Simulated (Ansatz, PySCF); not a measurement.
Gas-phase reaction (SMILES): [CH3][Ge]([CH3])([Cl])[Cl] [dichloro(dimethyl)germane] + Cl (HCl) → [CH3][Ge]([Cl])([Cl])[Cl] [trichloro(methyl)germane] + C (CH4); hydrogen chloride cleaves one Ge-C bond, a model of a ligand-exchange step.

Structures are relaxed separately at B3LYP-D3(BJ)/def2-TZVP in Ansatz (an electronic-structure program). Correlated levels leave the core frozen unless marked. Spin-orbit coupling is left out. The frozen core is the preceding noble-gas configuration, with the filled d and f shells of earlier blocks. Non-relativistic. CBS marks a two-point X^-3 extrapolation of the correlation energy; Hartree-Fock from the larger set. Thermal terms are rigid-rotor harmonic-oscillator values from B3LYP-D3(BJ) frequencies (Ansatz or PySCF) at 298.15 K and 1 atm. 1 Eh = 627.5095 kcal/mol.

```csv
species,"E, CCSD(T)/CBS(def2-TZVPPD,def2-QZVPPD) (Ansatz) (Eh)","E, r2SCAN-D4/def2-TZVPD (Ansatz + dftd4) (Eh)",H - E (Eh)
[CH3][Ge]([CH3])([Cl])[Cl],-3074.90857,-3077.28904,0.08560
Cl (HCl),-460.37886,-460.78611,0.01000
[CH3][Ge]([Cl])([Cl])[Cl],-3494.86052,-3497.60708,0.04978
C (CH4),-40.45806,-40.49957,0.04840
```

Question: Work out ΔE and ΔH at 298.15 K at the first level, then ΔH at the second.

Answer: 
1. ΔE = [(-3494.86052) + (-40.45806)] - [(-3074.90857) + (-460.37886)] = -0.03115 Eh = -19.5 kcal/mol at CCSD(T)/CBS(def2-TZVPPD,def2-QZVPPD).
2. The terms H - E add up to 0.00258 Eh, so ΔH = (-0.03115 + (0.00258))×627.5095 = -17.9 kcal/mol.
3. At r2SCAN-D4/def2-TZVPD the same steps give ΔE = -19.8 and ΔH = -18.1 kcal/mol, a shift of -0.2 from the first level.
4. These values are not checked against measurement here, since the tables used lack a sound gas-phase enthalpy of formation for at least one species.
